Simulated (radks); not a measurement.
Valence configurations of Mn (all share [Ar]). Calculated with a radial shooting solver on a logarithmic mesh with Libxc functionals: scalar-relativistic Kohn-Sham, PBEsol, spin-polarised, spherical densities, finite nucleus; open shells are filled with parallel spins first; Fermi nuclear charge, rms radius 3.7057 fm. Order these by energy: 3d5 4s2; 3d4 4s1 4p2; 3d5 4s1.5 4p0.5; 3d7; 3d5 4p2; 3d4 4s2 4p1; 3d4.5 4s2 4p0.5; 3d5 4s1 4p1; 3d5.5 4s1.5; 3d6 4s1.

Answer. From the lowest, in eV above it: 3d5 4s2 0.000; 3d5.5 4s1.5 0.520; 3d5 4s1.5 4p0.5 1.284; 3d6 4s1 1.304; 3d5 4s1 4p1 2.183; 3d4.5 4s2 4p0.5 3.885; 3d7 5.006; 3d5 4p2 6.490; 3d4 4s2 4p1 8.965; 3d4 4s1 4p2 11.471. NIST lists [Ar] 3d5 4s2 as the ground configuration; this level of theory agrees among the configurations tried. The energies are those of spherical high-spin densities, not of single terms.
